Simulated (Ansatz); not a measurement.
```xyz
2

F     0.0000    0.0000   -0.7201
F     0.0000    0.0000    0.7201
```

Basis set: 6-31G (spherical functions). Left uncorrelated: 2 orbitals. Charge 0, multiplicity 1.

Computed with Ansatz (development build ahead of 0.2.0); the reference of a correlated method needn't be the lowest determinant of its kind. Restricted open shells among the atoms or ions are ROHF, correlated in semicanonical orbitals with singles.

Problem. Give the atomization energy at this shape (free ground-state atoms in the same class of orbitals less the molecule, no zero-point energy) of singlet F2 by RHF-CCSD(T), UHF-CCSD(T).

Solution.

```csv
method,atomization energy
RHF-CCSD(T),0.83 eV
UHF-CCSD(T),0.80 eV
```

Caution for RHF-CCSD(T): an unrestricted determinant lies well below. Caution for UHF-CCSD(T): the unrestricted determinant is spin contaminated.

This basis has no polarisation functions and is too small for such energies, which can lie far from measured ones in either direction.
